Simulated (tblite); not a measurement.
`Cl[Si@H]1N=CC1=C`. Computed geometry: GFN2-xTB, gas phase.

```
atom  x, y, z in Å
C1     1.6886   -0.1272    0.4298
C2     0.3981   -0.1447    0.1315
C3    -0.4159   -1.1577   -0.5315
N4    -1.5938   -0.6695   -0.7094
Si5   -1.2178    0.8864    0.1049
Cl6   -1.2917    2.5116   -1.0650
H7     2.1560    0.7256    0.8940
H8     2.3312   -0.9686    0.2136
H9    -0.1352   -2.1513   -0.8503
H10   -1.9107    1.0998    1.3599
```

Where is the centre of mass (commonest isotopes), and what is the radius of gyration?

Mass 116.980 u; centre at (-0.676, 0.725, -0.361) Å; Rg = √(Σ m r²/M) = 1.817 Å. As Ia + Ib + Ic = 2 Σ m r², the three principal moments sum to 772.7 u·Å².

What is the longest distance between nuclei?

Cl6···H8, 5.18 Å; the next longest distance is 4.86 Å.

How far are the heavy atoms from their best plane (unweighted least squares)?

0.331 Å rms; C1 0.06, C2 0.09, C3 0.29, N4 0.04, Si5 0.66, Cl6 0.36 Å (magnitudes).

What are the angles C2–C1–H8, H7–C1–H8, C2–C1–H7, C1–C2–C3, Cl6–Si5–H10?

From the scalar product of the two bond vectors; for C2–C1–H8 it is -0.7501 Å² over 1.3246 × 1.0806 Å², cos θ = -0.5240. C2–C1–H8 121.6°; H7–C1–H8 116.4°; C2–C1–H7 122.0°; C1–C2–C3 130.9°; Cl6–Si5–H10 111.6°.

Write the matrix of distances between heavy atoms (Å, lower triangle).

```
C1    0.000
C2    1.325  0.000
C3    2.533  1.459  0.000
N4    3.517  2.225  1.287  0.000
Si5   3.095  1.917  2.286  1.796  0.000
Cl6   4.252  3.368  3.810  3.215  2.004  0.000
```

Its GFN2-xTB frequencies are all real (lowest 86 cm⁻¹).
